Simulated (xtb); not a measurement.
Si(Cl)(F)2(SMe) (CH₃ClF₂SSi), SMILES CS[Si](F)(F)Cl. All values are semi-empirical tight-binding results from xtb (GFN2-xTB unless named), good for trends rather than for accurate numbers. The structure is a stationary point at GFN2-xTB. This is a generated structure with no PubChem entry under its InChIKey; it may be hypothetical. The values are those of a single conformer.

The orbital gap is 4.41 eV, the zero-point energy comes out as 28.7 kcal/mol and the G − E(el) at 298.15 K (modified RRHO) is 7.0 kcal/mol. The static polarisability (D4 model) is 84.2 bohr³. The solvation energy, GFN2-xTB/ALPB(water) is 0.1 kcal/mol. The solvation energy, GFN2-xTB/ALPB(ether) is -4.2 kcal/mol.
